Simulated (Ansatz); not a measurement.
Species: CH3ClSi, SMILES `C=[SiH]Cl` (charge 0, multiplicity 1).

### Question
Give a relaxed geometry from PBE0-D3(BJ)/def2-TZVP in Ansatz (an electronic-structure program).

### Answer
the end point of this relaxation (outside a Z-matrix the atoms follow the SMILES, hydrogens last).
Z-matrix (Å, degrees):
```
Si
C 1 1.6885
H 2 1.0821 1 123.80
H 2 1.0843 3 116.81 1 179.98
H 1 1.4723 2 125.56 3 180.00
Cl 1 2.0303 5 110.58 2 179.98
```
